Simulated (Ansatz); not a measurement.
Ansatz (an electronic-structure program) job for C₃H₉ClSi₂, SMILES C/C=C(/[SiH3])[SiH2]Cl, CAM-B3LYP/def2-SVPD. Geometry: PBE0-D3(BJ)/def2-SVP. The structure was generated by enumeration; whether it is a known compound was not checked. Other conformers were not sampled.

Ansatz 0.2 input:
```yaml
crystal:
  periodic: [false, false, false]
  atoms:
    - {symbol: C, position_ang: [2.35541915, -0.88155512, -0.00027458]}
    - {symbol: C, position_ang: [0.99420241, -1.41334781, -0.29441277]}
    - {symbol: C, position_ang: [-0.14487823, -0.70713851, -0.46125237]}
    - {symbol: Si, position_ang: [-1.75502101, -1.60654633, -0.79348474]}
    - {symbol: Si, position_ang: [-0.18391873, 1.15677005, -0.37705328]}
    - {symbol: Cl, position_ang: [0.36570827, 1.83792036, 1.51093429]}
    - {symbol: H, position_ang: [2.72991498, -1.30742044, 0.94568478]}
    - {symbol: H, position_ang: [2.38677390, 0.21290156, 0.09050730]}
    - {symbol: H, position_ang: [3.06627355, -1.19458287, -0.78323115]}
    - {symbol: H, position_ang: [0.94877410, -2.51111563, -0.37109990]}
    - {symbol: H, position_ang: [-2.35065533, -1.17151485, -2.09587744]}
    - {symbol: H, position_ang: [-1.49771262, -3.07919290, -0.83915334]}
    - {symbol: H, position_ang: [-2.75844562, -1.30912320, 0.27536724]}
    - {symbol: H, position_ang: [0.74808990, 1.79309911, -1.35237017]}
    - {symbol: H, position_ang: [-1.57335726, 1.63141990, -0.63253995]}
basis:
  gaussian:
    orbitals: def2-SVPD
hamiltonian:
  xc: {name: CAM-B3LYP}
```

Output:

```
WARN ansatz: RAYON_NUM_THREADS=2 ignored (pool sized by the plan → 2); use --threads N
Functional definition: CAM-B3LYP
integrals: 0.24 GiB planned
1833 factors; their error is unknown
integrals: 0.26 GiB planned
787 factors; integrals over basis functions are off by at most 2.1e-5 eV
mean field: 2.16 GiB planned
mean field evaluation 1: about -31519.7783 eV, gradient 4.2e1 eV
mean field evaluation 2: about -31520.3229 eV, gradient 3.8e1 eV
mean field evaluation 4: about -31524.1244 eV, gradient 1.6e0 eV
mean field evaluation 8: about -31524.1317 eV, gradient 4.5e-2 eV
mean field evaluation 16: about -31524.2533 eV, gradient 5.8e-5 eV
mean field -31524.25325996 eV, -1158.4949393970 hartree, gradient 5.8e-5 eV, S^2 0.000000; 0 other end points of the search recorded, 0 dependent functions left out
reference -31524.25342968 eV, -1158.4949456342 hartree; 36, 36 occupied and 171, 171 virtual orbitals, 1833 factors
Total energy: -31524.25342968 eV, -1158.4949456342 hartree
```

The calculation finished and met its thresholds.

Cost: very roughly 12 core-seconds.
